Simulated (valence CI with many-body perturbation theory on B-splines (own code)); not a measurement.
## E1 transitions of Br V

Method: configuration interaction combined with many-body perturbation theory (CI+MBPT): three valence electrons over a frozen Dirac-Fock core [Ar] 3d10, radial functions for each j: 11 s, 11 p, 9 d, 7 f, 5 g, 2 h, 1 i, with the one-electron correlation potential Σ1 (screened to all orders), the two-electron term Σ2, the three-electron term Σ3, Breit, model QED; selected single and double excitations, second order for the rest, scaled by the run's own slope (own B-spline code, finite nucleus).

Against 8 measured levels this calculation errs by 79 cm⁻¹ on average and by 220 at most. These come from a selection out of Moore, Atomic Energy Levels, vol. II, NSRDS-NBS 35 (1971 reprint of NBS Circular 467, 1952), an old analysis. Levels without a partner in it may be off by more.

Lines 201 to 250 of 267 in falling wavelength, among levels below 374480 cm⁻¹, chosen from the strongest by gf and those to the six lowest levels. Wavelengths and rates use the calculated energies, so an error of 80 cm⁻¹ moves a line at 482.0 Å by 0.039 % and its rate by three times that or more. Electric multipoles are in the length gauge, E1 and E2 with the static RPA response of the core. Weak lines are less certain than strong ones. Lines between different terms over intervals too small for the method are left out, as are lines whose strength nearly cancels. Where a level lies close to another of its J and parity, the split of strength between their lines is uncertain. The highest levels of a list are the least certain.

Names give the largest LS component (configuration and term), which can be under half, so a name can repeat, a term be missing and a line seem to break the LS rules; names also repeat where a configuration has a term twice. Letters in brackets count levels of one name in rising energy.

```
λ vac (Å)                 Upper           Lower   A (s⁻¹)  S (a.u.)
    508.1  4s.4p.4d 2P°_3/2 [a]   4s.4p2 2D_3/2  2.05e+08  5.30e-02
    506.6  4s.4p.4d 2P°_1/2 [a]   4s.4p2 2D_3/2  3.73e+09  4.79e-01
    504.5        4s2.4f 2F°_5/2   4s.4p2 4P_3/2  2.04e+07  7.76e-03
    503.1  4s.4p.4d 2D°_3/2 [a]   4s.4p2 4P_3/2  2.23e+07  5.62e-03
    502.2      4s.4p.5s 4P°_5/2   4s.4p2 2D_3/2  3.85e+06  1.44e-03
    501.9  4s.4p.4d 2D°_5/2 [a]   4s.4p2 4P_3/2  1.79e+08  6.71e-02
    496.9  4s.4p.4d 2D°_3/2 [a]   4s.4p2 4P_1/2  1.44e+08  3.48e-02
    494.9  4s.4p.4d 2F°_5/2 [a]   4s.4p2 4P_5/2  5.74e+06  2.06e-03
    489.2  4s.4p.5s 2P°_3/2 [b]   4s.4p2 2P_3/2  3.81e+09  8.81e-01
    489.0  4s.4p.5s 2P°_1/2 [a]   4s.4p2 2D_3/2  4.05e+09  4.67e-01
    486.9  4s.4p.4d 2F°_5/2 [a]   4s.4p2 4P_3/2  2.48e+07  8.49e-03
    484.0  4s.4p.5s 2P°_3/2 [a]   4s.4p2 2D_5/2  6.62e+09  1.48e+00
    483.8  4s.4p.4d 2F°_7/2 [a]   4s.4p2 4P_5/2  9.86e+07  4.41e-02
    482.7  4s.4p.5s 2P°_1/2 [b]   4s.4p2 2P_1/2  4.01e+09  4.45e-01
    482.3  4s.4p.5s 2P°_3/2 [a]   4s.4p2 2D_3/2  5.07e+08  1.12e-01
    482.0         4s2.5s 2S_1/2  4s2.4p 2P°_3/2  7.73e+09  8.54e-01
    472.7  4s.4p.4d 2F°_7/2 [b]   4s.4p2 2D_5/2  6.07e+09  2.53e+00
    469.5  4s.4p.4d 2F°_5/2 [b]   4s.4p2 2D_3/2  6.27e+09  1.92e+00
    468.2         4s2.5s 2S_1/2  4s2.4p 2P°_1/2  3.68e+09  3.73e-01
    464.2  4s.4p.4d 2D°_3/2 [b]   4s.4p2 2D_3/2  3.72e+08  7.34e-02
    463.2  4s.4p.4d 2P°_1/2 [b]   4s.4p2 2D_3/2  1.11e+07  1.09e-03
    462.7  4s.4p.5s 2P°_3/2 [b]   4s.4p2 2S_1/2  1.54e+09  3.02e-01
    461.7  4s.4p.4d 2D°_5/2 [b]   4s.4p2 2D_3/2  5.97e+07  1.74e-02
    460.9  4s.4p.4d 2P°_3/2 [b]   4s.4p2 2D_3/2  7.28e+07  1.41e-02
    457.9      4s.4p.5s 4P°_3/2   4s.4p2 4P_5/2  3.25e+09  6.16e-01
    454.9      4s.4p.5s 4P°_1/2   4s.4p2 4P_3/2  6.07e+09  5.65e-01
    453.7  4s.4p.4d 2P°_3/2 [a]   4s.4p2 4P_5/2  2.62e+08  4.83e-02
    451.1      4s.4p.5s 4P°_3/2   4s.4p2 4P_3/2  7.98e+08  1.45e-01
    449.9      4s.4p.5s 4P°_1/2   4s.4p2 4P_1/2  1.22e+09  1.10e-01
    449.0      4s.4p.5s 4P°_5/2   4s.4p2 4P_5/2  5.27e+09  1.41e+00
    448.6        4s2.6p 2P°_1/2   4s.4p2 2D_3/2  1.68e+08  1.49e-02
    447.0  4s.4p.4d 2P°_3/2 [a]   4s.4p2 4P_3/2  1.62e+08  2.86e-02
    446.4        4s2.6p 2P°_3/2   4s.4p2 2D_3/2  1.86e+07  3.27e-03
    446.2      4s.4p.5s 4P°_3/2   4s.4p2 4P_1/2  2.65e+09  4.64e-01
    445.9  4s.4p.4d 2P°_1/2 [a]   4s.4p2 4P_3/2  1.18e+08  1.03e-02
    442.4      4s.4p.5s 4P°_5/2   4s.4p2 4P_3/2  2.26e+09  5.81e-01
    442.1  4s.4p.4d 2P°_3/2 [a]   4s.4p2 4P_1/2  4.54e+08  7.74e-02
    441.0  4s.4p.4d 2P°_1/2 [a]   4s.4p2 4P_1/2  2.25e+07  1.90e-03
    426.9  4s.4p.5s 2P°_3/2 [a]   4s.4p2 4P_3/2  2.62e+07  4.02e-03
    423.9  4s.4p.4d 2F°_7/2 [b]   4s.4p2 4P_5/2  2.81e+07  8.45e-03
    422.5  4s.4p.5s 2P°_3/2 [a]   4s.4p2 4P_1/2  7.88e+06  1.17e-03
    413.2  4s.4p.5s 2P°_3/2 [b]   4s.4p2 2D_5/2  2.40e+09  3.34e-01
    412.2  4s.4p.5s 2P°_1/2 [b]   4s.4p2 2D_3/2  3.19e+09  2.21e-01
    411.9  4s.4p.5s 2P°_3/2 [b]   4s.4p2 2D_3/2  3.94e+08  5.44e-02
    406.0        4s2.5f 2F°_5/2   4s.4p2 2D_3/2  8.74e+07  1.73e-02
    322.9         4s2.5d 2D_3/2  4s2.4p 2P°_3/2  1.36e+08  9.07e-03
    322.7         4s2.5d 2D_5/2  4s2.4p 2P°_3/2  8.65e+08  8.60e-02
    316.7         4s2.5d 2D_3/2  4s2.4p 2P°_1/2  8.54e+08  5.36e-02
    311.5         4s2.6s 2S_1/2  4s2.4p 2P°_3/2  3.13e+09  9.35e-02
    305.7         4s2.6s 2S_1/2  4s2.4p 2P°_1/2  1.52e+09  4.29e-02
```
